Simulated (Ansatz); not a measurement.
C$_{9}$H$_{8}$O$_{2}$, SMILES `O=C/C=C(\O)c1ccccc1`, relaxed with RKS PBE0-D4/def2-TZVP in Ansatz 0.2.0 from a PBE-D4/def2-SVP geometry. The force threshold is 0.005 eV/Å; the program also tests the step.

The species carries charge 0 and has multiplicity 1.

Start:

```xyz
19

O    -3.806   -0.026   -1.269
C    -3.356   -0.941   -0.520
C    -2.016   -0.973   -0.043
C    -1.153    0.066   -0.427
O    -1.602    1.026   -1.207
C     0.266    0.173   -0.020
C     1.030    1.264   -0.492
C     2.375    1.399   -0.128
C     2.978    0.446    0.710
C     2.226   -0.642    1.185
C     0.881   -0.779    0.823
H    -4.049   -1.766   -0.219
H    -1.684   -1.794    0.603
H    -2.629    0.765   -1.385
H     0.544    2.000   -1.147
H     2.960    2.253   -0.502
H     4.036    0.551    0.995
H     2.693   -1.390    1.842
H     0.306   -1.636    1.203
```

```tsv
step	energy (eV)	largest force (eV/Å)	largest move (Å)
1	-13547.0094	0.944	0.000
2	-13547.1215	0.337	0.041
3	-13547.1318	0.221	0.015
4	-13547.1363	0.211	0.021
5 (rejected)	-13547.1237	1.111	0.068
6	-13547.1407	0.062	0.034
7	-13547.1410	0.010	0.005
8 (rejected)	-13547.1410	0.008	0.004
9	-13547.1410	0.004	0.002
```

End:

```xyz
19

O    -3.805   -0.060   -1.243
C    -3.332   -0.943   -0.510
C    -1.991   -0.956   -0.049
C    -1.143    0.063   -0.424
O    -1.580    1.026   -1.197
C     0.264    0.174   -0.022
C     1.020    1.250   -0.487
C     2.350    1.380   -0.126
C     2.942    0.439    0.703
C     2.196   -0.635    1.171
C     0.868   -0.768    0.812
H    -3.987   -1.771   -0.194
H    -1.659   -1.763    0.584
H    -2.559    0.806   -1.385
H     0.551    1.980   -1.133
H     2.927    2.220   -0.493
H     3.983    0.540    0.986
H     2.654   -1.373    1.819
H     0.301   -1.610    1.186
```

It took 18 s on 4 threads of an AMD EPYC 7R13 on a shared host and a share of an NVIDIA H100 80 GB, with 1 GiB of host memory at the peak.
